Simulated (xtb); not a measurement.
C2HF3O2, charge -1, doublet, at the geometry of the source list (a state made from the parent by changing its charge; the spin is typed, not shown lowest); GFN2-xTB (xtb 6.7.1).

The xtb input:
```
$ xtb mol.xyz --gfn 2 --chrg -1 --uhf 1 --etemp 5000 --json

# file mol.xyz
8

O      1.24100000    -0.78730000     0.34200000
C      0.60540000     0.29700000    -0.04900000
O      1.08720000     1.34450000    -0.34540000
C     -0.93040000     0.01890000    -0.07510000
F     -1.37440000    -0.33420000     1.13520000
F     -1.61140000     1.09280000    -0.46180000
F     -1.22270000    -0.97700000    -0.91730000
H      2.20530000    -0.65460000     0.37150000
```

The log (banner, timings and long lists left out):

```
   ID    Z sym.   atoms
    1    8 O      1, 3
    2    6 C      2, 4
    3    9 F      5-7
    4    1 H      8

           -------------------------------------------------
          |                Calculation Setup                |
           -------------------------------------------------

           -------------------------------------------------
          |                 G F N 2 - x T B                 |
           -------------------------------------------------

          ...................................................
          :                      SETUP                      :
          :.................................................:
          :  # basis functions                  29          :
          :  # atomic orbitals                  29          :
          :  # shells                           15          :
          :  # electrons                        43          :
          :  max. iterations                   250          :
          :  Hamiltonian                  GFN2-xTB          :
          :  restarted?                      false          :
          :  GBSA solvation                  false          :
          :  PC potential                    false          :
          :  electronic temp.         5000.0000000     K    :
          :  accuracy                    1.0000000          :
          :  -> integral cutoff          0.2500000E+02      :
          :  -> integral neglect         0.1000000E-07      :
          :  -> SCF convergence          0.1000000E-05 Eh   :
          :  -> wf. convergence          0.1000000E-03 e    :
          :  Broyden damping             0.4000000          :
          :  net charge                         -1          :
          :  unpaired electrons                  1          :
          ...................................................

 iter      E             dE          RMSdq      gap      omega  full diag
   1    -27.2983781 -0.272984E+02  0.602E+00    7.05       0.0  T
   2    -27.3705900 -0.722119E-01  0.340E+00    5.77       1.0  T
   3    -27.3751211 -0.453111E-02  0.169E+00    5.68       1.0  T
   4    -27.3764154 -0.129428E-02  0.328E-01    5.43       1.0  T
   5    -27.3765568 -0.141426E-03  0.759E-02    5.54       1.0  T
   6    -27.3765634 -0.652309E-05  0.302E-02    5.56       1.2  T
   7    -27.3765636 -0.254897E-06  0.102E-02    5.56       3.5  T
   8    -27.3765637 -0.756211E-07  0.527E-03    5.56       6.7  T
[...]
         :: total energy             -27.259300243853 Eh    ::
[...]

     #   Z          covCN         q      C6AA      α(0)
     1   8 O        1.660    -0.483    22.524     6.407
     2   6 C        2.684     0.169    24.353     8.076
     3   8 O        0.856    -0.636    27.025     6.970
     4   6 C        3.325     0.441    18.049     6.753
     5   9 F        0.790    -0.262    11.893     4.074
     6   9 F        0.790    -0.242    11.677     4.036
     7   9 F        0.790    -0.262    11.893     4.074
     8   1 H        0.804     0.275     0.803     1.408

 Mol. C6AA /au·bohr⁶  :        909.113125
 Mol. C8AA /au·bohr⁸  :      19312.717271
 Mol. α(0) /au        :         41.796913

Wiberg/Mayer (AO) data.
largest (>0.10) Wiberg bond orders for each atom

 ---------------------------------------------------------------------------
     #   Z sym  total        # sym  WBO       # sym  WBO       # sym  WBO
 ---------------------------------------------------------------------------
     1   8 O    2.003 --     2 C    0.983     8 H    0.899     3 O    0.101
     2   6 C    3.466 --     3 O    1.509     1 O    0.983     4 C    0.884
     3   8 O    1.701 --     2 C    1.509     1 O    0.101
     4   6 C    3.720 --     6 F    0.936     5 F    0.901     7 F    0.901
                             2 C    0.884
     5   9 F    1.026 --     4 C    0.901
     6   9 F    1.044 --     4 C    0.936
     7   9 F    1.026 --     4 C    0.901
     8   1 H    0.924 --     1 O    0.899
 ---------------------------------------------------------------------------

Topologies differ in total number of bonds
Writing topology from bond orders to xtbtopo.mol

molecular dipole:
                 x           y           z       tot (Debye)
 q only:        0.143      -0.978       0.321
   full:        0.114      -1.149       0.373       3.084
molecular quadrupole (traceless):
                xx          xy          yy          xz          yz          zz
 q only:        0.222      -4.494      -3.282       1.176       1.834       3.060
  q+dip:        3.111      -4.908      -6.170       1.501       2.809       3.059
   full:        2.686      -5.088      -5.625       1.542       2.558       2.939

           -------------------------------------------------
          | TOTAL ENERGY              -27.259300243853 Eh   |
          | GRADIENT NORM               0.272003657150 Eh/α |
          | HOMO-LUMO GAP               5.558774833100 eV   |
           -------------------------------------------------

normal termination of xtb
```
